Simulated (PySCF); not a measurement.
Geometries of 2 isomers of C5H4O2S, from PBE0-D3(BJ)/def2-SVP geometry optimisation, gas phase (PySCF). One conformer each, no zero-point energy, no frequencies.

Question: Which isomer lies lower at this level?
A.
```xyz
12
angstrom
O      2.464    1.032    0.924
C      2.641   -0.077    0.522
O      1.719   -0.882   -0.037
C      0.423   -0.500   -0.216
C     -0.247    0.656    0.089
C     -1.615    0.572   -0.304
C     -1.940   -0.622   -0.886
S     -0.588   -1.682   -0.973
H      3.601   -0.628    0.544
H      0.221    1.512    0.567
H     -2.333    1.379   -0.155
H     -2.905   -0.945   -1.273
```
B.
```xyz
12
angstrom
O     -0.573    2.474    0.141
C     -0.429    1.262    0.095
C     -1.554    0.347    0.349
C     -1.478   -0.996    0.326
S     -0.065   -1.940   -0.003
C      1.116   -0.683   -0.273
O      2.305   -1.229   -0.550
C      0.860    0.646   -0.211
H     -2.509    0.828    0.573
H     -2.351   -1.625    0.524
H      2.948   -0.523   -0.698
H      1.680    1.348   -0.397
```

Answer: A. That is `O=COc1cccs1`, 2.6 kcal/mol below the other.

```json
{"SMILES": "O=COc1cccs1", "atoms numbered as above": "[O:1]=[CH:2][O:3][c:4]1[cH:5][cH:6][cH:7][s:8]1", "E (Eh)": "-740.66870", "relative (kcal/mol)": "0.0", "relative (kJ/mol)": "0.0", "dipole (D)": "1.09"}
{"SMILES": "O=c1ccsc(O)c1", "atoms numbered as above": "[O:1]=[c:2]1[cH:3][cH:4][s:5][c:6]([OH:7])[cH:8]1", "E (Eh)": "-740.66450", "relative (kcal/mol)": "2.6", "relative (kJ/mol)": "11.0", "dipole (D)": "3.09"}
```

As drawn, the higher has an O–H bond, which the lower lacks.
